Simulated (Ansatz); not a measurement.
CaF, charge +1, singlet, geometry from GFN2-xTB (such geometries of metal compounds can be far from the true shape); WB97M-V/6-31G** (Ansatz, an electronic-structure program).

Ansatz was given this input:
Ansatz 0.2 input:
```yaml
crystal:
  periodic: [false, false, false]
  atoms:
    - {symbol: Ca, position_ang: [-0.00000000, -0.00000000, -0.61305209]}
    - {symbol: F, position_ang: [0.00000000, 0.00000000, 1.36233797]}
basis:
  gaussian:
    orbitals: 6-31G__.json
hamiltonian:
  xc: {name: wB97M-V}
total_charge: 1
accuracy: high
```
The basis file holds 6-31G** in the JSON format of the Basis Set Exchange.

It wrote (shortened):

```
Functional definition: wB97M-V
893 factors; integrals over basis functions are off by at most 3.3e-9 eV
270 factors; integrals over basis functions are off by at most 1.6e-9 eV
mean field evaluation 1: about -21131.2227 eV, gradient 1.0e2 eV
mean field evaluation 2: about -20894.4411 eV, gradient 2.6e2 eV
mean field evaluation 4: about -21148.0627 eV, gradient 3.3e0 eV
mean field evaluation 8: about -21148.1003 eV, gradient 7.4e-1 eV
mean field evaluation 16: about -21148.1014 eV, gradient 1.0e-4 eV
mean field -21148.10135274 eV, -777.1783900152 hartree, gradient 1.8e-8 eV, S^2 0.000000; 0 other end points of the search recorded, 0 dependent functions left out
reference -21148.10135793 eV, -777.1783902059 hartree; 14, 14 occupied and 36, 36 virtual orbitals, 893 factors
Total energy: -21148.10135793 eV, -777.1783902059 hartree
```
